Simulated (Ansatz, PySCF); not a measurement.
Reaction (SMILES): CC(F)(F)F -> [CH3] (CH3) + F[C](F)F (the C-C bond at the site shown breaks; other sites are not compared here)
Geometries: B3LYP-D3(BJ)/def2-TZVP minima from Ansatz (a first-principles code).

Wanted: bond dissociation energy (0 K, with B3LYP-D3(BJ) harmonic zero-point energies from PySCF), in kJ/mol. Valence correlation only, unless marked. UHF or UKS for open shells. Spin-orbit coupling is left out. Non-relativistic. CBS marks a two-point X^-3 extrapolation of the correlation energy; Hartree-Fock from the larger set. [CCSD(T)-MP2]/basis is that difference in the basis named.

```
level                                                                 program  bond dissociation energy (kJ/mol)  minus last row
-------------------------------------------------------------  --------------  ---------------------------------  --------------
HF/cc-pVDZ                                                             Ansatz                              310.1          -117.0
HF/aug-cc-pVQZ                                                         Ansatz                              297.8          -129.3
HF/cc-pVQZ                                                             Ansatz                              298.1          -129.0
B97M-V/def2-TZVPD                                                      Ansatz                              417.9            -9.2
PBE0/def2-TZVPD                                                        Ansatz                              403.7           -23.4
BHLYP-D4/def2-TZVPD                                            Ansatz + dftd4                              396.2           -30.9
r2SCANh/def2-TZVPD                                                     Ansatz                              386.7           -40.4
wB97M-V/def2-TZVPD                                                     Ansatz                              428.5             1.4
RI-MP2/aug-cc-pVTZ                                                     Ansatz                              434.9             7.8
RI-MP2/cc-pVTZ                                                         Ansatz                              430.4             3.3
RI-MP2/CBS(cc-pVTZ,cc-pVQZ)                                            Ansatz                              441.4            14.3
SCS-MP2/STO-3G                                                         Ansatz                              378.1           -49.0
SCS-MP2/cc-pwCVTZ                                                      Ansatz                              428.1             1.0
CCSD(T)/6-31G*                                                         Ansatz                              420.3            -6.8
RI-MP2/CBS(aug-cc-pVTZ,aug-cc-pVQZ)+[CCSD(T)-MP2]/aug-cc-pVTZ          Ansatz                              427.1             0.0
```
